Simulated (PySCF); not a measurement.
A structure optimised at B3LYP-D3(BJ)/def2-SVP, used in a PySCF frequency run:

```
Sn
C 1 2.1466
H 2 1.0977 1 107.95
H 2 1.0977 3 110.95 1 118.09
H 2 1.0977 3 110.95 4 123.82
Cl 1 2.3537 2 111.76 3 -5.94
Cl 1 2.3537 2 111.76 3 114.06
Cl 1 2.3537 2 111.76 3 -125.94
```

Problem. Write its SMILES, formula and point group.

Solution. [CH3][Sn]([Cl])([Cl])[Cl], CH3Cl3Sn, C3

Problem. What are its rotational constants (standard atomic weights)?

Solution. 1.2763, 1.2763, 0.98807 GHz
